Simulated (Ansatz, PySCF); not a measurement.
Energy difference R1 + R2 → P1, each structure at its B3LYP-D3(BJ)/def2-TZVP stationary point, reached from a drawn start (curvature not checked).
P1: SiCl4 (SMILES Cl[Si](Cl)(Cl)Cl), charge 0, multiplicity 1.
R1: Cl2Si (SMILES Cl[Si]Cl), charge 0, multiplicity 1.
R2: Cl2 (SMILES ClCl), charge 0, multiplicity 1.

P less R. No zero-point or thermal terms.

Cores are frozen in the correlated methods.

The values were computed with Ansatz (Gaussian basis) for Hartree–Fock, density functionals and correlated methods; PySCF for the D3/D4 terms. Each number belongs to the level named beside it.

Total energies in hartree:

```json
[
 {"structure": "P1", "PBE/def2-TZVPP": "-2129.674109", "B3LYP-D3(BJ)/def2-TZVPP": "-2130.658525", "CCSD(T)/cc-pV(Q+d)Z": "-2128.322942"},
 {"structure": "R1", "PBE/def2-TZVPP": "-1209.477517", "B3LYP-D3(BJ)/def2-TZVPP": "-1210.051983", "CCSD(T)/cc-pV(Q+d)Z": "-1208.651366"},
 {"structure": "R2", "PBE/def2-TZVPP": "-920.021287", "B3LYP-D3(BJ)/def2-TZVPP": "-920.424164", "CCSD(T)/cc-pV(Q+d)Z": "-919.479309"}
]
```

Task: Work out the reaction energy at each level in kcal/mol (1 hartree = 627.50947 kcal/mol), and say how far PBE/def2-TZVPP lies from CCSD(T)/cc-pV(Q+d)Z.

Result: 
- PBE/def2-TZVPP: (-2129.674109) − (-1209.477517) − (-920.021287) = -0.175305 hartree = -110.01 kcal/mol
- B3LYP-D3(BJ)/def2-TZVPP: (-2130.658525) − (-1210.051983) − (-920.424164) = -0.182378 hartree = -114.44 kcal/mol
- CCSD(T)/cc-pV(Q+d)Z: (-2128.322942) − (-1208.651366) − (-919.479309) = -0.192267 hartree = -120.65 kcal/mol
PBE/def2-TZVPP less CCSD(T)/cc-pV(Q+d)Z: 10.64 kcal/mol. CCSD(T)/cc-pV(Q+d)Z is the level counted from, the highest shown, and no exact or measured value.

Ansatz is a first-principles code.
